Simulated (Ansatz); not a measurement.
Geometry optimisation, RKS BLYP/def2-SVP (Ansatz 0.2.0).

Input file:

```yaml
crystal:
  periodic: [false, false, false]
  atoms:
    - { symbol: Si, position_ang: [-0.4923, 0.0123, -0.293] }
    - { symbol: Cl, position_ang: [1.665, -1.1475, 0.1457] }
    - { symbol: Cl, position_ang: [-1.2128, -1.5054, -1.4245] }
    - { symbol: Cl, position_ang: [-1.7015, 0.0251, 1.3059] }
    - { symbol: H, position_ang: [-0.3506, 1.0674, -1.2673] }
    - { symbol: H, position_ang: [1.4243, 0.4674, 0.8045] }
    - { symbol: H, position_ang: [0.6678, 1.0808, 0.7287] }
basis:
  gaussian: { orbitals: def2-SVP }
hamiltonian:
  xc: blyp
relax:
  f_tol: 0.15
  max_steps: 25
  restrain:
    - { distance: [0, 6], at: 2.72, k: 30.0 }
    - { distance: [5, 1], at: 2.63, k: 30.0 }
    - { distance: [0, 1], at: 2.13, k: 30.0 }
    - { distance: [5, 6], at: 0.62, k: 30.0 }
```

Run as:

```bash
$ ansatz run input.yaml --threads 2 --pin off --max-ram 3072MiB --backend cpu --events-out ev --progress --plain --runs-dir out
```

Where does it end, and by what steps?

The forces met the threshold. The restraints hold the end off the free minimum. After 5 steps the energy has fallen by 2.188 eV (the restraints' own energy left out); H6 moved furthest, 0.65 Å. Joined: H6–H7.

```tsv
step	energy less start (eV)	largest force component (eV/Å)	accepted
0	0.0000	2.519	yes
1	-0.7597	2.864	yes
2	-1.1030	3.820	yes
3	-1.8920	3.402	yes
4	-2.1700	2.131	yes
5	-2.1883	2.119	yes
```

```xyz
7
Properties=species:S:1:pos:R:3
Si -0.449 -0.389 -0.448
Cl 1.372 -1.361 0.004
Cl -1.541 -1.623 -1.716
Cl -1.551 -0.070 1.281
H -0.190 0.892 -1.144
H 1.477 1.092 0.968
H 0.883 1.460 1.056
```

Whether the end is a true minimum wasn't checked by a vibrational analysis.

The run took 9.7 s on 2 threads of Arm Neoverse V1, on a shared host, peak memory 0.13 GiB.
